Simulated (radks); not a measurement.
Q: Valence configurations of the carbon ion C3+ (all share [He]). All-electron calculation, scalar-relativistic Kohn-Sham, r2SCAN, spin-polarised, spherical densities, finite nucleus; open shells are filled with parallel spins first; meta-GGA in the generalised Kohn-Sham scheme; Fermi nuclear charge, rms radius 2.4702 fm. Program: a radial shooting solver on a logarithmic mesh with Libxc functionals. Order these by energy: 2s1; 2p1; 2s0.5 2p0.5.

A: From the lowest, in eV above it: 2s1 0.000; 2s0.5 2p0.5 4.640; 2p1 9.134. NIST lists [He] 2s1 as the ground configuration; this level of theory agrees among the configurations tried. The energies are those of spherical high-spin densities, not of single terms.
